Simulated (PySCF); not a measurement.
Parent: `[cH:1]1[cH:2][cH:3][s+:4][cH:5][cH:6]1` (charge +1), [C5H5S]+.

Theory: PySCF, PBE0/6-31+G* geometry optimisation, gas phase. One conformer each, not checked by frequencies here.

| coordinate of the parent | value |
| --- | --- |
| C1–C2 | 1.398 Å |
| C2–C3 | 1.381 Å |
| C3–S4 | 1.688 Å |
| S4–C5 | 1.688 Å |
| C5–C6 | 1.381 Å |
| C1–C6 | 1.398 Å |
| C2–C1–C6 | 123.0° |
| C1–C2–C3 | 122.5° |
| C2–C3–S4 | 124.2° |
| C3–S4–C5 | 103.5° |
| S4–C5–C6 | 124.3° |
| C1–C6–C5 | 122.5° |

Problem. How does the shared frame change in `[CH3:1][c:2]1[cH:3][cH:4][cH:5][s+:6][cH:7]1` (charge +1), [C6H7S]+? Atoms pair as C1 = C3, C2 = C2, C3 = C7, S4 = S6, C5 = C5, C6 = C4 (parent first).

Solution. 
```tsv
parent	relative	value in the relative	change
C1–C2	C3–C2	1.408 Å	+0.010
C2–C3	C2–C7	1.388 Å	+0.007
C3–S4	C7–S6	1.687 Å	-0.001
S4–C5	S6–C5	1.683 Å	-0.005
C5–C6	C5–C4	1.382 Å	+0.001
C1–C6	C3–C4	1.395 Å	-0.003
C2–C1–C6	C2–C3–C4	124.5°	+1.5
C1–C2–C3	C3–C2–C7	119.8°	-2.7
C2–C3–S4	C2–C7–S6	125.7°	+1.5
C3–S4–C5	C7–S6–C5	103.7°	+0.2
S4–C5–C6	S6–C5–C4	123.5°	-0.8
C1–C6–C5	C3–C4–C5	122.8°	+0.3
```

Of the parent's bonds, C1–C2 changes most (+0.010 Å). Bonds of the relative outside the shared frame: C1–C2 1.500 Å.
